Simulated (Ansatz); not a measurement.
Molecule: CH6FSi2 (charge -1, singlet). It need not be the lowest isomer of its formula. Whether it binds its extra electron was not tested at this geometry. 
Coordinates optimised at B3LYP-D3(BJ)/def2-TZVP (Ansatz, an electronic-structure program):
SMILES: F[SiH2][CH-][SiH3]
```xyz
10

F     -1.6486    -0.6244     1.4996
Si    -1.1755    -0.2967    -0.0568
C      0.1686     0.7990    -0.3395
Si     1.8755     0.3047    -0.5261
H     -0.9312    -1.6766    -0.5792
H     -2.4883     0.1819    -0.6088
H     -0.0386     1.8673    -0.2895
H      2.8588     0.6299     0.5803
H      2.0168    -1.1781    -0.6891
H      2.6082     0.8908    -1.7118
```
Charge -1, spin multiplicity 1.

Total electronic energies in hartree. Correlated levels leave the core frozen unless marked. No spin-orbit coupling. No relativistic terms. Basis-set limits of correlation are two-point, X^-3; Hartree-Fock from the larger set. [CCSD(T)-MP2]/basis is that difference in the basis named.

| level | program | energy (Eh) |
|---|---|---|
| HF/STO-3G | Ansatz | -709.93939 |
| RI-HF/aug-cc-pV(Q+d)Z | Ansatz | -718.83112 |
| PBE0/6-31G* | Ansatz | -720.17109 |
| PBE0-D3(BJ)/def2-TZVPD | Ansatz + dftd3 | … |
| r2SCAN0-D4/def2-TZVPD | Ansatz + dftd4 | -720.56446 |
| HSE06/def2-TZVPD | Ansatz | … |
| B2PLYP/def2-TZVPD | Ansatz | -720.36765 |
| MP2/cc-pV(Q+d)Z | Ansatz | -719.58166 |
| CCSD/STO-3G | Ansatz | -710.12297 |
| CCSD/aug-cc-pV(D+d)Z | Ansatz | -719.38529 |
| CCSD/aug-cc-pV(T+d)Z | Ansatz | -719.56836 |
| CCSD(T)/cc-pV(T+d)Z | Ansatz | -719.57288 |
| CCSD(T) with core electrons (1s frozen past Ne)/cc-pwCVTZ | Ansatz | -720.20816 |
| RI-MP2/CBS(aug-cc-pV(T+d)Z,aug-cc-pV(Q+d)Z)+[CCSD(T)-MP2]/aug-cc-pV(T+d)Z | Ansatz | -719.6947 |
| CCSD(T)/CBS(aug-cc-pV(T+d)Z,aug-cc-pV(Q+d)Z) | Ansatz | -719.6857 |

### Question
What belongs in the gaps?

### Answer

- PBE0-D3(BJ)/def2-TZVPD, energy (Eh): -720.31792
- HSE06/def2-TZVPD, energy (Eh): -720.29086
